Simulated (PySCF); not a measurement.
# Relaxation of singlet GeF4

Computed with PBE0/[Ge def2-SVP, F def2-SVP], no relativity, density fitting, PySCF. A (50,194) grid was used.

A start displaced from a saddle point along its imaginary mode, of D2d symmetry, held to at least that symmetry:

Coordinates in bohr (charge 0 multiplicity 1):
```
Ge    0.0000    0.0000    0.0000
F     3.2586    0.0000   -0.2268
F     0.0000    3.2586    0.2268
F    -3.2586    0.0000   -0.2268
F     0.0000   -3.2586    0.2268
```

Q: What does it relax to?

A: It ends at Td with Ge–F 1.698 Å (×4); F–Ge–F 109.5° (×6) (after a last refinement on a finer grid). The frequency run here used a shortcut that can spoil soft modes, so no verdict on minimum or saddle point is given. Other isomers or separated fragments may lie lower.

Q: How much energy is released, and in how many steps?

A: 184.0 kJ/mol in 9 steps.

The relaxation took roughly 40 core-seconds on a shared host.
